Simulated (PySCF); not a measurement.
## Broadened absorption spectrum of C4H7F3Se

Compound: C₄H₇F₃Se.
Numbering: `[CH3:1][CH2:2][Se:3][CH2:4][C:5]([F:6])([F:7])[F:8]` (hydrogens: H9, H10, H11 on C1; H12, H13 on C2; H14, H15 on C4)

Geometry (PBE0-D3(BJ)/def2-SVP, Å), atoms numbered from 1 in this order:
```
atom  x, y, z in Å
C1     2.623    0.290   -0.469
C2     1.210   -0.235   -0.305
Se3    0.232    0.874    0.978
C4    -1.408   -0.163    1.028
C5    -2.365    0.096   -0.109
F6    -2.766    1.364   -0.152
F7    -1.824   -0.202   -1.297
F8    -3.459   -0.666    0.028
H9     2.628    1.321   -0.855
H10    3.179   -0.336   -1.183
H11    3.173    0.281    0.485
H12    0.660   -0.219   -1.255
H13    1.211   -1.266    0.081
H14   -1.170   -1.236    1.050
H15   -1.923    0.089    1.966
```

Method: TDDFT CAM-B3LYP/def2-SVPD, vertical, gas phase, core orbitals frozen in the response (PySCF). Relativistic effects, spin–orbit coupling among them, are left out although an element past zinc is present.

Broadening: Gaussians 0.4 eV wide at half height, area fixed by f = 4.319×10⁻⁹ ∫ε dν̃. The width is an assumption, not a result. The curve ends short of the highest state used, and states not computed would add to its high-energy end.

(λ (nm), ε (L mol⁻¹ cm⁻¹)): (189.3, 348), (191.8, 613), (194.2, 1079), (196.7, 1622), (199.1, 2041), (201.6, 2290), (204.0, 2366), (206.5, 2307), (208.9, 2109), (211.4, 1754), (213.8, 1320), (216.3, 869), (218.8, 504), (221.2, 266), (223.7, 121), (226.1, 52), (228.6, 19), (231.0, 7), (233.5, 2), (235.9, 1), (238.4, 1), (240.8, 1), (243.3, 3), (245.7, 4), (248.2, 6), (250.6, 8), (253.1, 9), (255.6, 10), (258.0, 11), (260.5, 10), (262.9, 9), (265.4, 8), (267.8, 6), (270.3, 5), (272.7, 3), (275.2, 2), (277.6, 1), (280.1, 1), (282.5, 1), (285.0, 0), (287.4, 0), (289.9, 0), (292.4, 0), (294.8, 0)

(1) Locate the maxima and give the states behind the curve.

(2) On this curve, what absorbance would a 10⁻³ mol/L sample give at 266 nm over a 1 cm path?

(3) Coming from long wavelengths, where does ε first pass 100 L mol⁻¹ cm⁻¹?

Results:

(1) 258 nm (4.81 eV), ε about 11, made up of S1 (100%); 204 nm (6.07 eV), ε about 2400, made up of S2 (51%) and S3 (49%) (ε in L mol⁻¹ cm⁻¹; maxima over ε = 5, shares over 10%). The states used: S1 4.81 eV (f 0.0002); S2 5.93 eV (f 0.025); S3 6.22 eV (f 0.025); S4 6.97 eV (f 0.030); S5 7.06 eV (f 0.014); S6 7.15 eV (f 0.031).

(2) 266 nm is 4.661 eV, where ε is about 7.5 L mol⁻¹ cm⁻¹, so A = ε c l ≈ 0.0075 (Beer–Lambert, with the gas-phase spectrum and the assumed width).

(3) At about 224 nm (5.53 eV), 0.72 eV above S1.

On one thread, Intel Xeon Platinum 8488C (x86_64), no GPU, shared host with 192 logical CPUs at a one-minute load of 17, this took 70 s wall (grids of density and orbitals included) and 1.2 GiB of memory at its peak.

One conformer stands for the species.
